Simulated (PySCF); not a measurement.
Compound: C₄H₇Si (doublet state).
Numbering: `[SiH2:1][C:2]1=[CH:3][CH2:4][CH2:5]1` (hydrogens: H6, H7 on Si1; H8 on C3; H9, H10 on C4; H11, H12 on C5)

Structure used (GFN2-xTB), in Å, numbered top down from 1:
```
atom  x, y, z in Å
Si1    2.186   -0.078    0.662
C2     0.444   -0.148    0.156
C3    -0.516   -1.104    0.036
C4    -1.572   -0.158   -0.444
C5    -0.497    0.946   -0.318
H6     2.910   -1.256    1.090
H7     2.888    1.188    0.655
H8    -0.539   -2.163    0.216
H9    -1.935   -0.331   -1.459
H10   -2.431   -0.037    0.218
H11   -0.217    1.421   -1.257
H12   -0.720    1.718    0.418
```

The hyperfine couplings belong to this conformer and change with its torsions.

The calculation used PySCF 2.14.0, UKS B3LYP, pcH-1 on C H Si, non-relativistic, mean-field spin-orbit, GIAO. Geometry: GFN2-xTB; no solvent, vibrations or thermal averaging. GFN2-xTB frequencies show an imaginary mode (67i cm⁻¹), so this geometry is no minimum at that level. A GFN2-xTB geometry isn't a minimum of the functional, and hyperfine couplings can be far from their values at a DFT geometry, by a factor of two or more for some ions and for spin on atoms past the first row. The SCF solution wasn't tested for stability.

The largest Mulliken spin populations are on Si1 (+0.95), C3 (+0.34) and C2 (-0.19). The positive populations add up to 1.34 and the negative ones to -0.34, together 2S = 1. The angles at Si1 add up to 360.0°, so it is planar; its axial dipolar tensor and the negative couplings of its protons fit spin in a p orbital normal to that plane.

**Question.** McConnell's relation a(H) = Q·ρ ties the coupling of a proton on a planar π carbon to the spin population of that carbon. What Q do the computed values give?

**Answer.** 
| H | C | ρ(C) | a(H) (G) | a/ρ (G) |
| --- | --- | --- | --- | --- |
| H8 | C3 | +0.339 | -7.57 | -22.3 |

One proton gives one ratio, Q = -22.3 G, and no test of linearity. In McConnell's picture π spin on carbon polarises the C–H bond and leaves opposite spin at the proton, which makes Q negative, as found here.

Couplings in gauss use g_iso = 2.0035.
